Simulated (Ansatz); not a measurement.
One change: `[SiH3]S[SiH2]Cl` becomes `N[SiH2]S[SiH3]`.

Ansatz, PBE0-D4/def2-TZVP geometries, multiplicity 1. Each molecule was computed in one conformer, which needn't be the lowest.

```json
{"property": "HOMO–LUMO gap (B3LYP/def2-TZVPP) / eV", "`[SiH3]S[SiH2]Cl`": "7.15"}
{"property": "HOMO–LUMO gap (ωB97M-V/def2-TZVPP) / eV", "`[SiH3]S[SiH2]Cl`": "11.51"}
{"property": "HOMO energy (PBE0/def2-TZVPP) / eV", "`[SiH3]S[SiH2]Cl`": "-7.83"}
{"property": "LUMO energy (PBE0/def2-TZVPP) / eV", "`[SiH3]S[SiH2]Cl`": "-0.24"}
{"property": "size of the dipole moment (B3LYP/def2-TZVPP) / D", "`[SiH3]S[SiH2]Cl`": "0.94"}
{"property": "HOMO energy (ωB97M-V/def2-TZVPP) / eV", "`[SiH3]S[SiH2]Cl`": "-9.98"}
```

Question: What does the change do to each property? (Estimate.)

Answer: Ansatz gave: 
| property | `N[SiH2]S[SiH3]` | shift |
| --- | --- | --- |
| HOMO–LUMO gap (B3LYP/def2-TZVPP) / eV | 6.84 | -0.31 |
| HOMO–LUMO gap (ωB97M-V/def2-TZVPP) / eV | 11.09 | -0.42 |
| HOMO energy (PBE0/def2-TZVPP) / eV | -7.25 | 0.58 |
| LUMO energy (PBE0/def2-TZVPP) / eV | 0.07 | 0.31 |
| size of the dipole moment (B3LYP/def2-TZVPP) / D | 1.31 | 0.37 |
| HOMO energy (ωB97M-V/def2-TZVPP) / eV | -9.42 | 0.56 |

With PBE0 the HOMO rises by 0.58 eV and the LUMO rises by 0.31 eV, so the gap narrows by about 0.27 eV. PBE moves the HOMO by 0.59 eV and ωB97M-V by 0.56 eV. Dipoles are sizes alone; their direction can turn.

B3LYP here is the variant with VWN-RPA as its local correlation; programs differ in this.
